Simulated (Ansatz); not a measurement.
Basis sets compared for GeH(OMe)3 (C3H10GeO3). Total charge 0; singlet. Geometry B3LYP-D4/def2-SVP. Ansatz on 4 threads of Intel Xeon on a shared host; times are rough, and most runs start from earlier orbitals.

Cartesian coordinates in Å:
```
Ge -0.3809 -0.6985 0.6720
H -0.9824 -1.9922 1.2296
O 1.0058 -0.0866 1.5777
C 2.3430 -0.1242 1.1145
H 2.8402 -1.0702 1.3993
H 2.8950 0.7051 1.5873
H 2.4120 -0.0156 0.0193
O -1.6679 0.5137 0.7543
C -1.3965 1.8802 0.5030
H -2.2975 2.4618 0.7564
H -1.1546 2.0650 -0.5607
H -0.5561 2.2532 1.1155
O 0.2194 -0.8564 -0.9973
C -0.6474 -1.1888 -2.0613
H -1.0852 -2.1996 -1.9473
H -0.0667 -1.1784 -2.9979
H -1.4802 -0.4685 -2.1646
```

Binding counts from free atoms (Ge triplet, H doublet, O triplet, C triplet) in the same basis, without a counterpoise term.

```tsv
level	functions	energy (Eh)	HOMO (eV)	LUMO (eV)	binding per atom (eV)	wall time
HF/STO-3G	58	-2391.3714	-8.43	10.47	3.30	0.7 s
HF/def2-TZVP	294	-2419.5653	-11.90	3.81	2.76	7.5 s
LDA (SPW92)/def2-TZVP	294	-2417.2787	-6.48	-0.67	4.46	4.1 s
PBE-D4/def2-SVP	166	-2421.8030	-6.16	-0.07	3.97	2.4 s
PBE-D4/def2-TZVP	294	-2422.4748	-6.35	-0.39	3.94	6.5 s
PBE0-D4/def2-SVP	166	-2421.8791	-7.81	1.03	3.88	4.7 s
PBE0-D4/def2-TZVP (with forces)	294	-2422.5459	-7.93	0.69	3.86	16 s
```

Task: Estimate the rows for LDA (SPW92)/def2-TZVPD, PBE-D4/def2-TZVPD, PBE0-D4/def2-TZVPD.

Result: 
```json
{"level": "LDA (SPW92)/def2-TZVPD", "functions": "375", "energy (Eh)": "-2417.2828", "HOMO (eV)": "-6.54", "LUMO (eV)": "-0.81", "binding per atom (eV)": "4.46", "wall time": "6.5 s"}
{"level": "PBE-D4/def2-TZVPD", "functions": "375", "energy (Eh)": "-2422.4786", "HOMO (eV)": "-6.41", "LUMO (eV)": "-0.58", "binding per atom (eV)": "3.94", "wall time": "8 s"}
{"level": "PBE0-D4/def2-TZVPD", "functions": "375", "energy (Eh)": "-2422.5490", "HOMO (eV)": "-7.98", "LUMO (eV)": "0.22", "binding per atom (eV)": "3.86", "wall time": "19 s"}
```
